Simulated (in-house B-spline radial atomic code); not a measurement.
**RPA and G0W0 on LDA exchange-only: As³⁺**

Configuration [Ar] 3d10 4s2, mean-field start LDA exchange-only. Computed with a B-spline radial code for spherical atoms: all electrons, non-relativistic, point nucleus, each spin shell either full or empty, empty states to l = 9 with an (l + 1/2)⁻⁴ tail; G0W0 by contour deformation at full frequency.

Command:
```bash
python run_gw.py task.json out
```
Settings (radii: box in bohr, nucleus in fm):
```
Z                        33
electrons                30
configuration            [Ar] 3d10 4s2
hamiltonian              nr
method                   lda,
lmax                     9
spin_polarised           False
box_radius               14.14
intervals                51
ion_configuration        [Ar] 3d10 4s1
```

Time taken, with all properties: 2.6 s on 1 thread of AMD EPYC 7R13 Processor (shared host).

Energies (hartree):

| term | value |
| --- | --- |
| mean-field total | -2227.66590 |
| Hartree-Fock functional on these orbitals | -2232.17877 |
| direct second order | -2.6991 |
| second-order exchange | 0.78091 |
| SOSEX correction | 0.70223 |

Problem. What is the RPA correlation energy, and what remains with SOSEX?

Solution. RPA gives -2.285 hartree (-2.07 eV per electron); RPA + SOSEX gives -1.5827, and the second-order doubles -1.9182 hartree (no singles). RPA lacks exchange-type terms and so overcorrelates at short range.

Quasi-particle levels (eV):

| level | occupied | mean field | Σx - vxc | Σc | QP weight | G0W0 |
| --- | --- | --- | --- | --- | --- | --- |
| 4s | yes | -42.76 | -4.88 | ? | ? | ? |
| 3d | yes | -74.30 | -18.99 | 4.62 | 0.857 | -88.67 |
| 4p | no | -31.90 | 4.95 | -1.56 | 0.948 | -28.503 |

G0W0 = mean field + (Σx - vxc) + Σc, with Σc (partial-wave tail included) taken at the quasi-particle energy. Only the outer levels were computed. Levels of low weight are left out.

Problem. Where does G0W0 put 4s?

Solution. At -49.67 eV, with Σc = -2.03 eV and a quasi-particle weight of 0.950. The tabulated removal energy is 50.15 ± 0.06 eV (NIST, measured); the calculation leaves out relativity, Breit and QED terms, and what these don't explain is the method's own error.

Problem. What does it cost to remove one electron (to [Ar] 3d10 4s1) by differences of total energies, each species on its own start (correlation terms add to the Hartree-Fock functional)?

Solution. LDA exchange-only 48.26 eV, Hartree-Fock functional 47.06 eV, + RPA 49.57 eV, + RPA + SOSEX 48.98 eV, + second order 50.12 eV. Tabulated: 50.15 ± 0.06 eV (NIST, measured); the calculation leaves out relativity, Breit and QED terms, and what these don't explain is the method's own error.
